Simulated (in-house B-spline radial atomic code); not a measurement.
How numerical settings move a run on Re3+, [Xe] 4f14 5d4. Computed with an all-electron radial atomic-structure program (B-spline basis): Dirac-Kohn-Sham PBE0, spherical fractional occupations, Fermi nucleus of rms radius 5.3698 fm.

Command:
```bash
python run_scf.py task.json out
```
Settings of the sound reference run:
```
Z                75
electrons        72
configuration    [Xe] 4f14 5d4
hamiltonian      dirac
method           pbe0
spin_polarised   False
nucleus          fermi
rms_radius       5.3698
mass_number      187
atomic_mass      186.9558
speed_of_light   137.036
knot_spacing     0.22
spline_order     8
gauss_points     12
box_radius       16.22
max_iterations   70
damping          0.5
damped_steps     3
diis_vectors     10
tolerance        1e-08
start            Thomas-Fermi
```

Time taken, with all properties: 1.7 s on 1 thread of Arm Neoverse V1, with other jobs on the host.

It converges in 9 iterations to -16712.150796 hartree, with 5d5/2 at -32.3821 eV. The other runs change the listed settings, some to values that make no sense; their results aren't properties of the atom or ion. Radii are in bohr (the nuclear one in fm), a minus after a letter asks for a j subshell, and «unchanged» means within 1e-8 hartree. The run stops when the residual is below 10 × tolerance × max(1, Z/10), or a noise floor if that is larger, and the energy moves by less than 1e-8 × √|E| hartree; so very loose and very tight tolerances often act alike.

```tsv
changed settings	outcome
box_radius = 4.87, max_iterations = 100, damping = 0, start = bare nucleus	converged in 13 iterations, energy +7.39e-03 hartree from the reference, 5d5/2 level +2.3e-01 eV (the program warns: 5d5/2 reaches the box edge; 5p1/2 reaches the box edge)
max_iterations = 12	converged in 9 iterations, energy unchanged
damped_steps = 8	converged in 13 iterations, energy unchanged, 5d5/2 level -2.4e-05 eV
electrons = 75, configuration = [Xe] 4f14 5d4 6s3, max_iterations = 75	stopped with error: shell 6s holds at most 2 electrons
damped_steps = 30	converged in 17 iterations, energy unchanged, 5d5/2 level -1.6e-05 eV
electrons = 79, configuration = [Xe] 4f14 5d11, max_iterations = 75	stopped with error: shell 5d holds at most 10 electrons
gauss_points = 5, max_iterations = 100, diis_vectors = 20, tolerance = 0.001, start = bare nucleus	converged in 11 iterations, energy -3.92e-07 hartree from the reference, 5d5/2 level -9.2e-06 eV
start = bare nucleus	converged in 12 iterations, energy unchanged, 5d5/2 level -1.9e-05 eV
max_iterations = 2	not converged after 2 iterations, last residual 5.7e-02, last energy +8.69e-02 hartree from the reference
method = hf, spin_polarised = True	stopped with error: spin polarisation is not served with the Dirac Hamiltonian
max_iterations = 5	not converged after 5 iterations, last residual 3.3e-03, last energy +1.74e-04 hartree from the reference
damped_steps = 1	converged in 8 iterations, energy unchanged, 5d5/2 level -2.2e-05 eV
```

Question: What happens with spline_order = 3, gauss_points = 16, max_iterations = 100, diis_vectors = 1, tolerance = 1e-05?

Answer: Not converged after 100 iterations, last residual 4.7e+00, last energy +6.89e+02 hartree from the reference.

Question: What happens with box_radius = 1.62, max_iterations = 60, diis_vectors = 4, tolerance = 0.001, start = bare nucleus?

Answer: Converged in 9 iterations, energy +2.06e+01 hartree from the reference, 5d5/2 level +1.0e+02 eV (the program warns: 5d5/2 has a positive eigenvalue: unbound, held by the box; 5d3/2 has a positive eigenvalue: unbound, held by the box).

Question: What happens with max_iterations = 3?

Answer: Not converged after 3 iterations, last residual 1.8e-02, last energy +9.89e-03 hartree from the reference.

Question: What happens with max_iterations = 8?

Answer: Not converged after 8 iterations, last residual 5.7e-05, last energy +1.13e-07 hartree from the reference.
